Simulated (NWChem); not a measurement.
# C3H10N cation; SMILES [NH2+](C)CC

```xyz
14

C     -0.5511     1.5910     0.1217
C      0.6033     0.7144    -0.3237
N      0.5591    -0.6770     0.2933
C     -0.5827    -1.5493    -0.1364
H     -0.5762     1.7202     1.2233
H     -0.4133     2.5977    -0.3186
H     -1.5353     1.2208    -0.2247
H      1.5808     1.1416    -0.0241
H      0.6200     0.5594    -1.4209
H      0.5428    -0.5790     1.3267
H      1.4511    -1.1600     0.0796
H     -0.5433    -1.6667    -1.2345
H     -0.4883    -2.5347     0.3548
H     -1.5336    -1.0733     0.1583
```
Atoms are numbered in this order, from 1.

Program: NWChem. Pople sets run with spherical d functions. Geometry: optimised at PBE-D3(BJ)/def2-SVP. No frequency run checked for a minimum. Atomic charges in e: unrestrained fits to the electrostatic potential beside Mulliken populations; buried atoms are poorly determined by the fit.

For level B3LYP/def2-SVP:

```
Quantity     Value
-----------  -----
Mulliken C1  -0.05
Mulliken C2   0.00
Mulliken N3  -0.10
Mulliken C4   0.02
```

Task: Estimate the same quantities for level Hartree-Fock/6-31G*.

Result: 
- Mulliken C1 = -0.54
- Mulliken C2 = -0.19
- Mulliken N3 = -0.78
- Mulliken C4 = -0.37
